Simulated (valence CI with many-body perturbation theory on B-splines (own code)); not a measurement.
## Missing levels of Tm⁴⁸⁺

Method: valence CI with perturbative core correlation (CI+MBPT): three valence electrons over a frozen Dirac-Fock core [Ar], radial functions for each j: 7 s, 7 p, 8 d, 6 f, 4 g, 1 h, with the one-electron correlation potential Σ1, the two-electron term Σ2, the three-electron term Σ3, Breit, model QED; selected CI, second order for the rest, scaled by the run's own slope (own B-spline code, finite nucleus).

No measured spectrum was set against this ion. As an estimate, large intervals hold to a few tenths of a per cent, small ones and those within an open d or f shell to about a per cent. Only levels of the ground parity were solved; by the run's estimate the other parity begins above the list, which can be wrong where configurations are misplaced.

```tsv
Level	E (eV)
(3d3/2^3) J=3/2	0.00
(3d3/2^2 3d5/2) J=5/2 [a]	?
(3d3/2^2 3d5/2) J=3/2	51.36
(3d3/2^2 3d5/2) J=7/2	?
(3d3/2^2 3d5/2) J=9/2	54.76
(3d3/2^2 3d5/2) J=1/2	56.16
(3d3/2^2 3d5/2) J=5/2 [b]	?
(3d3/2 3d5/2^2) J=7/2 [a]	?
(3d3/2 3d5/2^2) J=9/2	102.99
(3d3/2 3d5/2^2) J=3/2 [a]	107.73
(3d3/2 3d5/2^2) J=1/2	110.38
(3d3/2 3d5/2^2) J=11/2	111.90
(3d3/2 3d5/2^2) J=5/2 [a]	112.44
(3d3/2 3d5/2^2) J=5/2 [b]	?
(3d3/2 3d5/2^2) J=7/2 [b]	120.61
(3d3/2 3d5/2^2) J=3/2 [b]	137.96
(3d5/2^3) J=9/2	156.33
(3d5/2^3) J=3/2	169.57
(3d5/2^3) J=5/2	?
```

Levels are named by their leading jj configuration (3d3/2^4 stands for four electrons in 3d with j = 3/2), which in mixed levels can hold well under half, so a name can repeat and another be missing. Letters in brackets count levels of one name in rising energy.

(1) The levels stand in rising order. What does the calculation give for the missing energies?

Answers

(1) (3d3/2^2 3d5/2) J=5/2 [a] 45.37; (3d3/2^2 3d5/2) J=7/2 54.45; (3d3/2^2 3d5/2) J=5/2 [b] 76.65; (3d3/2 3d5/2^2) J=7/2 [a] 98.98; (3d3/2 3d5/2^2) J=5/2 [b] 119.56; (3d5/2^3) J=5/2 178.79.
